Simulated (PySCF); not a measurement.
C7H7O, doublet, at a GFN2-xTB geometry. Base run: SVWN5/6-31G* run with PySCF.

Input for PySCF:
```python
from pyscf import gto, scf, dft

mol = gto.Mole()
mol.atom = '''
    C    -2.77224684    0.54815189    0.34780062
    O    -1.86818656   -0.24235512   -0.23707578
    C    -0.53228098   -0.10977896   -0.09967372
    C     0.24022422   -1.05301642   -0.79563678
    C     1.61388285   -1.01345005   -0.72752880
    C     2.25181864   -0.03948627    0.03051257
    C     1.49393597    0.89397946    0.71847684
    C     0.11435340    0.87017912    0.66228818
    H    -3.78808503    0.29336990    0.12893316
    H    -2.51137599    1.35835882    0.99776713
    H    -0.27220511   -1.80207362   -1.37916170
    H     2.19678892   -1.74483227   -1.26732075
    H     3.32908081   -0.00993996    0.08295061
    H     1.98366380    1.65440734    1.30918225
    H    -0.45049826    1.61007813    1.20682233
'''
mol.basis = '6-31g*'
mol.spin = 1
mol.verbose = 5
mol.build()

mf = dft.UKS(mol)
mf.xc = 'lda,vwn'
mf.kernel()
```

Variants of this job, named by their change:

```tsv
change	ΔE vs base (mEh)	fitting functions	dipole (D)
base	0.000	-	0.63
auxbasis = cc-pvdz-jkfit	-0.177	721	0.63
auxbasis = even-tempered beta=2.0	-0.295	1014	0.63
auxbasis = autoaux	-0.650	944	0.63
auxbasis = cc-pvtz-ri	-0.761	858	0.63
auxbasis = even-tempered beta=3.0	-2.189	700	0.63
auxbasis = cc-pvtz-jkfit	-0.099	842	0.63
auxbasis = cc-pvqz-jkfit	-0.050	1205	0.63
auxbasis = even-tempered beta=1.6	-0.202	1545	0.63
auxbasis = def2-svp-ri	-15.200	482	0.63
```

A fitting set is made for a task (jfit for Coulomb, jkfit for Coulomb and exchange, ri for correlation) and for a family of orbital bases.

Open shells are given as the SCF converged; they aren't shown to be the lowest states, and a large step between rows can be another state.
